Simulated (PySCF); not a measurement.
Relaxation of quintet IrI₂⁺

Method: UB3LYP in PySCF with Ir def2-SVP with ECP60, I def2-SVP with ECP28; scalar-relativistic core potentials, no spin–orbit coupling; density-fitted integrals. A (50,194) grid was used.

A start displaced from a saddle point along its imaginary mode, of C2v symmetry, held to at least that symmetry:

Coordinates in bohr (charge 1 multiplicity 5):
```
Ir   -0.1292   -0.4544    0.0000
I     0.0982    0.3455    4.8310
I     0.0982    0.3455   -4.8310
```

Optimiser trace:
```
step  E − E(last) (kJ/mol)  largest gradient (Eh/bohr)
   0                  7.33                     0.01180
   1                  4.20                     0.00391
   2                  3.43                     0.00262
   3                  2.64                     0.00315
   4                  0.52                     0.00482
   5                  0.48                     0.00161
   6                  0.14                     0.00102
   7                  0.04                     0.00134
   8                  0.02                     0.00071
   9                  0.00                     0.00001
```

It ends at C2v with Ir–I 2.525 Å (×2); I–Ir–I 137.2° (after a last refinement on a finer grid). The frequency run here used a shortcut that can spoil soft modes, so no verdict on minimum or saddle point is given. Other isomers or separated fragments may lie lower.

Open d and f shells are described by one determinant, and the ground state may have another occupation or spin. Spin–orbit coupling, left out here, can matter for elements this heavy.
